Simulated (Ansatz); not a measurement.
`[NH2][GeH2][CH2]F` → `[GeH2]` + `NCF` at 400 K and 1 bar (germylene formation by 1,1-elimination).

Isolated molecules relaxed with PBE0-D4/def2-TZVP in Ansatz; ΔE leaves out vibrations. CCSD(T)/CBS adds triple-zeta CCSD(T) − MP2 to the extrapolated MP2 energy (def2 sets, frozen cores). For Ge outer-core shells are correlated without core-valence functions, which leaves a few kJ/mol of doubt a bond. Scalar relativity is left out up to krypton. One conformer a species, not always the lowest.

```json
{"species": "`[NH2][GeH2][CH2]F`", "CCSD(T)/CBS energy (Eh)": "-2272.26147", "H − E (kJ/mol)": "218.1", "S (J/(mol·K))": "370.5"}
{"species": "`[GeH2]`", "CCSD(T)/CBS energy (Eh)": "-2077.24753", "H − E (kJ/mol)": "42.4", "S (J/(mol·K))": "231.0"}
{"species": "`NCF`", "CCSD(T)/CBS energy (Eh)": "-194.94856", "H − E (kJ/mol)": "170.1", "S (J/(mol·K))": "276.5"}
```

H − E and S are ideal-gas, rigid-rotor, harmonic terms from PBE0-D4/def2-TZVP, for one conformer and one mirror image of each species. 1 Eh = 2625.50 kJ/mol, R = 8.31446 J/(mol·K).

Problem. By hand: ΔE, ΔH, ΔS and ΔG.

Solution. ΔE = (-2077.24753) + (-194.94856) − (-2272.26147) = 0.06538 Eh = 171.7 kJ/mol. Δ(H − E) = 42.4 + 170.1 − 218.1 = -5.6, so ΔH = 166.1 kJ/mol. ΔS = 231.0 + 276.5 − 370.5 = 137.0 J/(mol·K). ΔG = 166.1 − 400 × (137.0)/1000 = 111.3 kJ/mol.

Problem. By hand: the equilibrium constant, and the temperature at which ΔG would vanish if ΔH and ΔS stayed fixed.

Solution. log₁₀ K = −ΔG/(RT ln 10) = -14.5. ΔG = 0 at ΔH/ΔS = 1212 K.

The number of gas molecules changes by +1, which sets the sign of ΔS. A doubt of 5 kJ/mol in ΔE shifts log₁₀ K by 0.7 here. Other conformers and mirror images would add mixing entropy, several J/(mol·K) or more a flexible species. These are equilibria of isolated gas molecules and say nothing of rates. Largest T1 diagnostic: 0.012 (customary marks: 0.02 for closed shells, 0.045 for open ones).
